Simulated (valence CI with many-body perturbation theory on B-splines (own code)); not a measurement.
## Energy levels of Br²⁸⁺

Level of theory: configuration interaction combined with many-body perturbation theory (CI+MBPT): five valence electrons over a frozen Dirac-Fock core [He], radial functions for each j: 11 s, 11 p, 10 d, 8 f, 5 g, 2 h, with the one-electron correlation potential Σ1 (screened to all orders), the two-electron term Σ2, the three-electron term Σ3, Breit, model QED; selected single and double excitations, second order for the rest, scaled by the run's own slope (own B-spline code, finite nucleus).

No measured spectrum was set against this ion. As an estimate, large intervals hold to a few tenths of a per cent, small ones and those within an open d or f shell to about a per cent. Among the levels kept, up to 5300 cm⁻¹ of a level comes from second order outside the variational space, and about a tenth of that is noise between levels of different J, which matters for small intervals.

Levels 1 to 45 of 209, with energies above the lowest level, (2s^2 2p1/2^2 2p3/2) J=3/2. "Leading %" is the weight of the configuration and term that name the level; weights of strongly mixed levels are sums over their largest components and can fall short. In the jj column 3d3/2^4 stands for four electrons in 3d with j = 3/2. Lifetimes count E1, E2, E3, M1 and M2 decay at the calculated energies, and are blank where another channel may lead or the interval is too uncertain; long ones can be off by a factor of two.

```tsv
No.	Configuration	Term	J	E (eV)	Leading %	g	Lifetime	Leading jj
1	2s2 2p3	4S°	3/2	0.0	50	1.577		2s^2 2p1/2^2 2p3/2 (91 %)
2	2s2 2p3	2D°	3/2	42.0	55	1.297	1.23 μs	2s^2 2p1/2 2p3/2^2 (92 %)
3	2s2 2p3	2D°	5/2	54.1	100	1.193	6.65 μs	2s^2 2p1/2 2p3/2^2 (100 %)
4	2s2 2p3	2P°	1/2	70.1	99	0.656	920 ns	2s^2 2p1/2 2p3/2^2 (99 %)
5	2s2 2p3	2P°	3/2	110.2	60	1.241	365 ns	2s^2 2p3/2^3 (96 %)
6	2s 2p4	4P	5/2	161.9	89	1.551	36.9 ps	2s 2p1/2^2 2p3/2^2 (92 %)
7	2s 2p4	4P	3/2	190.8	77	1.558	13.7 ps	2s 2p1/2^2 2p3/2^2 (54 %)
8	2s 2p4	4P	1/2	192.7	71	2.459	14.7 ps	2s 2p1/2^2 2p3/2^2 (74 %)
9	2s 2p4	2D	3/2	226.8	62	1.087	8.86 ps	2s 2p1/2 2p3/2^3 (65 %)
10	2s 2p4	2D	5/2	239.6	89	1.236	12.7 ps	2s 2p1/2 2p3/2^3 (92 %)
11	2s 2p4	2P	1/2	258.7	43	1.551	5.05 ps	2s 2p1/2 2p3/2^3 (63 %)
12	2s 2p4	2P	3/2	269.0	75	1.202	3.96 ps	2s 2p1/2 2p3/2^3 (89 %)
13	2s 2p4	2P	1/2	315.3	56	1.306	4.29 ps	2s 2p3/2^4 (80 %)
14	2p5	2P°	3/2	403.2	98	1.327	4.49 ps	2p1/2^2 2p3/2^3 (98 %)
15	2p5	2P°	1/2	453.7	99	0.656	3.73 ps	2p1/2 2p3/2^4 (99 %)
16	2s2 2p2 3s	4P	1/2	1765.8	59	2.120	147 fs	2s^2 2p1/2^2 3s (96 %)
17	2s2 2p2 3p	4D°	1/2	1802.7	46	0.675	13.2 ps	2s^2 2p1/2^2 3p1/2 (95 %)
18	2s2 2p2 3s	4P	3/2	1806.7	90	1.689	189 fs	2s^2 2p1/2 2p3/2 3s (98 %)
19	2s2 2p2 3s	2P	1/2	1811.3	71	1.222	87.5 fs	2s^2 2p1/2 2p3/2 3s (98 %)
20	2s2 2p2 3s	4P	5/2	1816.7	52	1.407	151 fs	2s^2 2p1/2 2p3/2 3s (94 %)
21	2s2 2p2 3s	2D	3/2	1820.5	52	1.051	91.3 fs	2s^2 2p1/2 2p3/2 3s (97 %)
22	2s2 2p2 3p	4D°	3/2	1821.3	34	1.344	8.39 ps	2s^2 2p1/2^2 3p3/2 (91 %)
23	2s2 2p2 3p	4P°	1/2	1843.4	36	1.610	14.2 ps	2s^2 2p1/2 2p3/2 3p1/2 (96 %)
24	2s2 2p2 3p	4D°	3/2	1847.5	50	1.164	14.8 ps	2s^2 2p1/2 2p3/2 3p1/2 (95 %)
25	2s2 2p2 3p	4D°	5/2	1854.5	33	1.174	15.4 ps	2s^2 2p1/2 2p3/2 3p1/2 (91 %)
26	2s2 2p2 3p	4D°	5/2	1859.2	44	1.429	9.32 ps	2s^2 2p1/2 2p3/2 3p3/2 (95 %)
27	2s2 2p2 3p	4P°	1/2	1861.4	46	1.889	9.16 ps	2s^2 2p1/2 2p3/2 3p3/2 (94 %)
28	2s2 2p2 3d	4F	3/2	1861.6	44	0.757	106 fs	2s^2 2p1/2^2 3d3/2 (95 %)
29	2s2 2p2 3p	2D°	3/2	1864.2	49	1.281	2.94 ps	2s^2 2p1/2 2p3/2 3p3/2 (81 %)
30	2s2 2p2 3s	2D	5/2	1866.4	52	1.381	129 fs	2s^2 2p3/2^2 3s (93 %)
31	2s2 2p2 3p	2P°	3/2	1868.0	32	1.522	1.96 ps	2s^2 2p1/2 2p3/2 3p1/2 (66 %)
32	2s2 2p2 3p	4D°	7/2	1869.2	54	1.295	18.9 ps	2s^2 2p1/2 2p3/2 3p3/2 (94 %)
33	2s2 2p2 3s	2D	3/2	1870.0	46	1.106	90.8 fs	2s^2 2p3/2^2 3s (96 %)
34	2s2 2p2 3d	4F	5/2	1870.0	25	1.198	29.4 fs	2s^2 2p1/2^2 3d5/2 (92 %)
35	2s2 2p2 3p	2P°	3/2	1874.1	53	1.265	2.52 ps	2s^2 2p1/2 2p3/2 3p3/2 (82 %)
36	2s2 2p2 3p	2D°	5/2	1879.1	38	1.181	4.63 ps	2s^2 2p1/2 2p3/2 3p3/2 (86 %)
37	2s2 2p2 3p	2P°	1/2	1886.6	78	0.748	2.48 ps	2s^2 2p1/2 2p3/2 3p3/2 (88 %)
38	2s2 2p2 3s	2S	1/2	1891.0	76	1.979	110 fs	2s^2 2p3/2^2 3s (94 %)
39	2s 2p3 3s	6S°	5/2	1899.4	78	1.887	1.01 ps	2s 2p1/2^2 2p3/2 3s (63 %)
40	2s2 2p2 3d	4F	3/2	1903.3	40	0.955	60.0 fs	2s^2 2p1/2 2p3/2 3d3/2 (94 %)
41	2s2 2p2 3d	4F	5/2	1904.7	54	0.997	112 fs	2s^2 2p1/2 2p3/2 3d3/2 (92 %)
42	2s2 2p2 3d	4D	1/2	1905.2	80	0.206	127 fs	2s^2 2p1/2 2p3/2 3d3/2 (98 %)
43	2s2 2p2 3d	4F	7/2	1906.2	60	1.285	533 fs	2s^2 2p1/2 2p3/2 3d5/2 (94 %)
44	2s2 2p2 3p	2P°	3/2	1909.8	25	1.404	546 fs	2s^2 2p3/2^2 3p1/2 (76 %)
45	2s2 2p2 3d	2F	7/2	1912.1	41	1.161	5.29 ps	2s^2 2p1/2 2p3/2 3d3/2 (74 %)
```

The ionisation energy to 2s2 2p2 3P_0 of the next ion comes out as 3168 eV (NIST: 3169 ± 24 eV (semi-empirical)). All 209 levels together are meant to be complete up to 2151.8 eV.
